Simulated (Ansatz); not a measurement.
Saddle point of SiHCl2F, singlet (SiCl₂ + HF → SiHCl₂F ([F][SiH]([Cl])[Cl]); bonds formed: Si1–H4, Si1–F5; bonds broken: H4–F5), PBE0-D4/def2-TZVP structure:

```
5
angstrom
Si 0.1919 -0.3554 0.3530
Cl 1.5956 -0.7579 -1.0812
Cl -1.4463 -1.4748 -0.1490
H 0.0251 1.1657 0.9784
F -0.3663 1.4224 -0.1012
```

Energies are electronic, without zero-point energy. Barriers and step energies count from the start structure reached by relaxing down the imaginary mode; all methods use the PBE0-D4 structures, on which another method's saddle can fall below an end. Program: Ansatz 0.2.0. Basis: def2-TZVPP, with def2-QZVPP for the basis limit. Cores are frozen in the correlated methods. B3LYP uses VWN-RPA correlation. Extrapolation: Hartree–Fock as exp(−7.88 √X), correlation as X^−2.97.

| method | barrier (kcal/mol) | step energy (kcal/mol) |
| --- | --- | --- |
| SPW92 | 8.10 | -63.77 |
| PBE-D4 | 14.13 | -59.81 |
| BLYP-D4 | 17.58 | -58.61 |
| r2SCAN-D4 | 14.41 | -68.85 |
| B97M-V | 18.65 | -67.15 |
| PBE0-D4 | ? | -64.95 |
| B3LYP-D4 | 20.64 | -63.21 |
| r2SCAN0-D4 | 18.73 | -70.45 |
| BHLYP-D4 | 25.66 | -68.85 |
| CAM-B3LYP-D4 | ? | -67.19 |
| wB97X-V | 20.08 | -68.81 |
| wB97M-V | ? | -63.85 |
| B2PLYP | 21.07 | -65.95 |
| PBE-QIDH | 20.92 | -69.89 |
| RPA on PBE | 22.42 | -63.83 |
| HF | 37.04 | -72.45 |
| MP2 | 20.87 | -69.33 |
| CCSD | 26.02 | -67.37 |
| CCSD(T) | 23.06 | -66.36 |

(1) Fill in the withheld barriers. (To be estimated.)

T1 diagnostic: at most 0.015. The restricted Hartree–Fock reference is unstable towards an unrestricted one at one or more of these structures. The start structure is not quite a true minimum (one mode of 43i cm⁻¹).

Answers

(1) The calculation gives: CAM-B3LYP-D4 20.40; wB97M-V 21.72; PBE0-D4 18.58 kcal/mol. Each is the energy of the saddle less that of the start structure, by the same method.

For comparison, the barrier by CCSD(T) at an estimated basis limit (MP2 extrapolated from triple and quadruple zeta, plus CCSD(T) − MP2 in triple zeta) is 22.27 kcal/mol.

Losses and insertions of silylenes and their heavier kin drive the gas-phase chemistry of silicon and germanium vapour deposition.

Labels in which every atom is bracketed show which atoms are joined, not bond orders.

For scale, one of the runs: CCSD(T)/def2-TZVPP, 171 basis functions, launched by `ansatz run in.yaml --threads 2 --pin off --events-out ev --progress --plain --max-ram 4352MiB`. The run took 36 s on 2 CPU threads of an Arm Neoverse V1 (shared host), with 1.4 GiB of host memory at its peak.
